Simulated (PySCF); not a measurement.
## Spinor energies of Au⁶⁷⁺ (gold, charge +67)

Start: [Ne] 3s2. Calculated with PySCF 2.14 in an uncontracted even-tempered set (17 s from 8.2 bohr⁻², ratio 2.6; 14 p from 11 bohr⁻², ratio 2.6; 6 d from 11 bohr⁻², ratio 2.8; 4 f from 150 bohr⁻², ratio 2.8): generalised Hartree-Fock with the X2C-1e Hamiltonian and a Gaussian nucleus; spin-orbit coupling (SO) screened by Boettger's factors.

| spinor shell | electrons | ε, screened SO (eV) | weight of nominal j (screened SO) | rms radius, screened SO (bohr) |
| --- | --- | --- | --- | --- |
| 1s1/2 | 2 | -87167.5 | 1.000 | 0.0190 |
| 2s1/2 | 2 | -20141.0 | 1.000 | 0.0756 |
| 2p1/2 | 2 | -19590.1 | 1.000 | 0.0640 |
| 2p3/2 | 4 | -17695.4 | 1.000 | 0.0715 |
| 3s1/2 | 2 | -8215.9 | 1.000 | 0.181 |

```json
{"quantity": "E (hartree)", "screened SO": "-13417.26368"}
{"quantity": "M_J", "screened SO": "0"}
{"quantity": "⟨J²⟩", "screened SO": "0.000"}
{"quantity": "⟨L²⟩", "screened SO": "0.046"}
{"quantity": "⟨S²⟩", "screened SO": "0.046"}
```

Breit and QED terms are absent; they matter most for the inner s and p1/2 levels.

Densities and radii are taken from the X2C orbitals without a picture-change correction, which distorts them close to the nucleus.
